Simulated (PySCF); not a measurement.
BBr2 (SMILES Br[B]Br), doublet, at a GFN2-xTB geometry; B3LYP/pcseg-1 (PySCF).

The PySCF input:
```python
from pyscf import gto, scf, dft

mol = gto.Mole()
mol.atom = '''
    Br   -1.63757191   -0.08958501    0.00510133
    B    -0.01549352    0.82472876   -0.03127262
    Br    1.63978527   -0.02823338   -0.00063381
'''
mol.basis = 'pcseg-1'
mol.spin = 1
mol.verbose = 4
mol.build()

mf = dft.UKS(mol)
mf.xc = 'b3lyp'
mf.kernel()
mf.analyze()
```

It wrote (shortened):

```
PySCF version 2.14.0

[INPUT] verbose = 4
[INPUT] num. atoms = 3
[INPUT] num. electrons = 75
[INPUT] charge = 0
[INPUT] spin (= nelec alpha-beta = 2S) = 1
[INPUT] symmetry False subgroup None
[INPUT] Mole.unit = angstrom
[INPUT] Symbol           X                Y                Z      unit          X                Y                Z       unit  Magmom
[INPUT]  1 Br    -1.637571910000  -0.089585010000   0.005101330000 AA   -3.094562419181  -0.169291133766   0.009640116571 Bohr   0.0
[INPUT]  2 B     -0.015493520000   0.824728760000  -0.031272620000 AA   -0.029278509505   1.558511483452  -0.059096686998 Bohr   0.0
[INPUT]  3 Br     1.639785270000  -0.028233380000  -0.000633810000 AA    3.098745063396  -0.053353355771  -0.001197727315 Bohr   0.0

nuclear repulsion = 297.208710985282
number of shells = 9
number of NR pGTOs = 189
number of NR cGTOs = 68
basis = pcseg-1
ecp = {}

******** <class 'pyscf.dft.uks.UKS'> ********
method = UKS
initial guess = minao
damping factor = 0
level_shift factor = 0
DIIS = <class 'pyscf.scf.diis.CDIIS'>
diis_start_cycle = 1
diis_space = 8
diis_damp = 0
SCF conv_tol = 1e-09
SCF conv_tol_grad = None
SCF max_cycles = 50
direct_scf = True
direct_scf_tol = 1e-13
number electrons alpha = 38  beta = 37
XC library pyscf.dft.libxc version 7.1.2
    S. Lehtola, C. Steigemann, M. J. T. Oliveira, and M. A. L. Marques,  SoftwareX 7, 1–5 (2018)
XC functionals = b3lyp
    P. J. Stephens, F. J. Devlin, C. F. Chabalowski, and M. J. Frisch,  J. Phys. Chem. 98, 11623 (1994)
radial grids:
    Treutler-Ahlrichs [JCP 102, 346 (1995); DOI:10.1063/1.469408] (M4) radial grids

becke partition: Becke, JCP 88, 2547 (1988); DOI:10.1063/1.454033
pruning grids: <function nwchem_prune>
grids dens level: 3
symmetrized grids: False
atomic radii adjust function: <function treutler_atomic_radii_adjust>
small_rho_cutoff = 0
Set gradient conv threshold to 3.16228e-05
tot grids = 54896
init E= -5170.74125258186

cycle= 1 E= -5172.60480290134  delta_E= -1.86  |g|= 0.117  |ddm|= 1.65
cycle= 2 E= -5172.59567890248  delta_E= 0.00912  |g|= 0.178  |ddm|= 0.392
cycle= 3 E= -5172.61709562417  delta_E= -0.0214  |g|= 0.0187  |ddm|= 0.216
cycle= 4 E= -5172.61741819719  delta_E= -0.000323  |g|= 0.00457  |ddm|= 0.0416
cycle= 5 E= -5172.6174450887  delta_E= -2.69e-05  |g|= 0.00178  |ddm|= 0.0148
cycle= 6 E= -5172.61744826318  delta_E= -3.17e-06  |g|= 0.000377  |ddm|= 0.00415
cycle= 7 E= -5172.61744848995  delta_E= -2.27e-07  |g|= 9.44e-05  |ddm|= 0.00106
cycle= 8 E= -5172.61744850405  delta_E= -1.41e-08  |g|= 2.88e-05  |ddm|= 0.000292
cycle= 9 E= -5172.61744850487  delta_E= -8.23e-10  |g|= 7.85e-06  |ddm|= 6.99e-05
Extra cycle  E= -5172.61744850491  delta_E= -3.82e-11  |g|= 5.81e-06  |ddm|= 2.5e-05
converged SCF energy = -5172.61744850491  <S^2> = 0.75271291  2S+1 = 2.0027111
**** SCF Summaries ****
Total Energy =                       -5172.617448504908680
Nuclear Repulsion Energy =             297.208710985282266
One-electron Energy =                -7789.198068307254289
Two-electron Energy =                 2319.371908817064195
Two-electron Coulomb Energy =         2506.135071858397623
DFT Exchange-Correlation Energy =     -186.763163041333257
**** MO energy ****
                             alpha | beta                alpha | beta
MO #1   energy= -482.759740075031  | -482.759385942803  occ= 1 | 1
MO #2   energy= -482.75972632345   | -482.759372191343  occ= 1 | 1
MO #3   energy= -62.4546564751666  | -62.454411678757   occ= 1 | 1
MO #4   energy= -62.4546555362083  | -62.4544107248657  occ= 1 | 1
MO #5   energy= -56.3074834970028  | -56.3069403752761  occ= 1 | 1
MO #6   energy= -56.3074805580479  | -56.3069373305756  occ= 1 | 1
MO #7   energy= -56.305788207335   | -56.3056834275753  occ= 1 | 1
MO #8   energy= -56.3057866840374  | -56.3056819033369  occ= 1 | 1
MO #9   energy= -56.3052232258046  | -56.3047830779723  occ= 1 | 1
MO #10  energy= -56.3052207162287  | -56.3047806614122  occ= 1 | 1
MO #11  energy= -8.70240051259009  | -8.70184161791937  occ= 1 | 1
MO #12  energy= -8.70239923672485  | -8.70183991540805  occ= 1 | 1
MO #13  energy= -6.86625204061059  | -6.85378887666623  occ= 1 | 1
MO #14  energy= -6.55601735454055  | -6.55509122926701  occ= 1 | 1
MO #15  energy= -6.55601590712055  | -6.55508948544633  occ= 1 | 1
MO #16  energy= -6.54884973743825  | -6.5486672878781   occ= 1 | 1
MO #17  energy= -6.54884844495248  | -6.54866593924741  occ= 1 | 1
MO #18  energy= -6.54671194543066  | -6.54590103156119  occ= 1 | 1
MO #19  energy= -6.54671157536407  | -6.54590034871185  occ= 1 | 1
MO #20  energy= -2.67377865453234  | -2.67309612332594  occ= 1 | 1
MO #21  energy= -2.67376514793621  | -2.67308445127261  occ= 1 | 1
MO #22  energy= -2.67176737205052  | -2.67126877209177  occ= 1 | 1
MO #23  energy= -2.67175463219545  | -2.67125640018191  occ= 1 | 1
MO #24  energy= -2.67005745903827  | -2.66916770959474  occ= 1 | 1
MO #25  energy= -2.67003232832145  | -2.66914602299929  occ= 1 | 1
MO #26  energy= -2.66435650998656  | -2.66392035222541  occ= 1 | 1
MO #27  energy= -2.66435026144933  | -2.66391368935975  occ= 1 | 1
MO #28  energy= -2.66425406113116  | -2.66376662907222  occ= 1 | 1
MO #29  energy= -2.66424775648114  | -2.66376031303852  occ= 1 | 1
MO #30  energy= -0.835339104839005 | -0.830103395101736 occ= 1 | 1
MO #31  energy= -0.803262027523969 | -0.798950991072658 occ= 1 | 1
MO #32  energy= -0.504343529257199 | -0.490718709976721 occ= 1 | 1
MO #33  energy= -0.420170332747878 | -0.41154653170266  occ= 1 | 1
MO #34  energy= -0.372843615402685 | -0.363532138305245 occ= 1 | 1
MO #35  energy= -0.367140132095736 | -0.354026268494666 occ= 1 | 1
MO #36  energy= -0.32327986275443  | -0.3229569679287   occ= 1 | 1
MO #37  energy= -0.31175244861371  | -0.307528457987565 occ= 1 | 1
MO #38  energy= -0.222033483419524 | -0.0916537850227173 occ= 1 | 0
MO #39  energy= -0.0816294723234434 | -0.0597864786120423 occ= 0 | 0
MO #40  energy= 0.0528690516608503 | 0.0593215816442765 occ= 0 | 0
MO #41  energy= 0.0980826377008841 | 0.117181702692835  occ= 0 | 0
MO #42  energy= 0.177250712881762  | 0.180646790849135  occ= 0 | 0
MO #43  energy= 0.191521524141275  | 0.195980777356352  occ= 0 | 0
MO #44  energy= 0.244795337068434  | 0.258067888373982  occ= 0 | 0
MO #45  energy= 0.249552735584057  | 0.279955110041311  occ= 0 | 0
MO #46  energy= 0.399468922831554  | 0.402169041222982  occ= 0 | 0

To work with the spin densities directly, `use mulliken_meta_spin()` only printing them here.

 ** Mulliken spin pop alpha/beta on meta-lowdin orthogonal AOs **
 ** Mulliken Spin Density (per AO)  **
spin_pop of  0 Br 1s        0.00000
spin_pop of  0 Br 2s        0.00000
spin_pop of  0 Br 3s       -0.00003
spin_pop of  0 Br 4s        0.00038
spin_pop of  0 Br 5s        0.00067
spin_pop of  0 Br 2px       0.00000
spin_pop of  0 Br 2py       0.00000
spin_pop of  0 Br 2pz      -0.00000
spin_pop of  0 Br 3px       0.00000
spin_pop of  0 Br 3py       0.00002
spin_pop of  0 Br 3pz      -0.00000
spin_pop of  0 Br 4px      -0.00370
spin_pop of  0 Br 4py       0.08700
spin_pop of  0 Br 4pz      -0.01281
spin_pop of  0 Br 5px       0.00007
spin_pop of  0 Br 5py       0.00088
spin_pop of  0 Br 5pz       0.00006
spin_pop of  0 Br 3dxy     -0.00000
spin_pop of  0 Br 3dyz     -0.00000
spin_pop of  0 Br 3dz^2    -0.00000
spin_pop of  0 Br 3dxz     -0.00000
spin_pop of  0 Br 3dx2-y2   -0.00000
spin_pop of  0 Br 4dxy     -0.00041
spin_pop of  0 Br 4dyz      0.00002
spin_pop of  0 Br 4dz^2    -0.00010
spin_pop of  0 Br 4dxz     -0.00005
spin_pop of  0 Br 4dx2-y2    0.00083
spin_pop of  1 B 1s        0.00008
spin_pop of  1 B 2s        0.32303
spin_pop of  1 B 3s        0.00822
spin_pop of  1 B 2px       0.00496
spin_pop of  1 B 2py       0.49232
spin_pop of  1 B 2pz       0.02670
spin_pop of  1 B 3px       0.00014
spin_pop of  1 B 3py      -0.00023
spin_pop of  1 B 3pz       0.00007
spin_pop of  1 B 3dxy     -0.00046
spin_pop of  1 B 3dyz     -0.00026
spin_pop of  1 B 3dz^2     0.00032
spin_pop of  1 B 3dxz      0.00003
spin_pop of  1 B 3dx2-y2   -0.00060
spin_pop of  2 Br 1s        0.00000
spin_pop of  2 Br 2s        0.00000
spin_pop of  2 Br 3s       -0.00003
spin_pop of  2 Br 4s        0.00038
spin_pop of  2 Br 5s        0.00067
spin_pop of  2 Br 2px       0.00000
spin_pop of  2 Br 2py       0.00000
spin_pop of  2 Br 2pz      -0.00000
spin_pop of  2 Br 3px       0.00000
spin_pop of  2 Br 3py       0.00002
spin_pop of  2 Br 3pz      -0.00000
spin_pop of  2 Br 4px      -0.00233
spin_pop of  2 Br 4py       0.08563
spin_pop of  2 Br 4pz      -0.01282
spin_pop of  2 Br 5px       0.00006
spin_pop of  2 Br 5py       0.00089
spin_pop of  2 Br 5pz       0.00006
spin_pop of  2 Br 3dxy     -0.00000
spin_pop of  2 Br 3dyz     -0.00000
spin_pop of  2 Br 3dz^2    -0.00000
spin_pop of  2 Br 3dxz     -0.00000
spin_pop of  2 Br 3dx2-y2   -0.00000
spin_pop of  2 Br 4dxy     -0.00038
spin_pop of  2 Br 4dyz      0.00002
spin_pop of  2 Br 4dz^2    -0.00010
spin_pop of  2 Br 4dxz     -0.00005
spin_pop of  2 Br 4dx2-y2    0.00081
 ** Mulliken Spin Density (per atom)  **
spin density of  0 Br =      0.07284
spin density of  1 B =      0.85432
spin density of  2 Br =      0.07284
 ** Mulliken pop alpha/beta on meta-lowdin orthogonal AOs **
 ** Mulliken pop       alpha | beta **
In total            38.00000 | 37.00000
 ** Mulliken atomic charges   ( Nelec_alpha | Nelec_beta ) **
charge of  0Br =      0.02575  (    17.52355     17.45071 )
charge of  1B =     -0.05149  (     2.95291      2.09858 )
charge of  2Br =      0.02575  (    17.52355     17.45071 )
Dipole moment(X, Y, Z, Debye):  0.00936, -0.49849,  0.01890
```
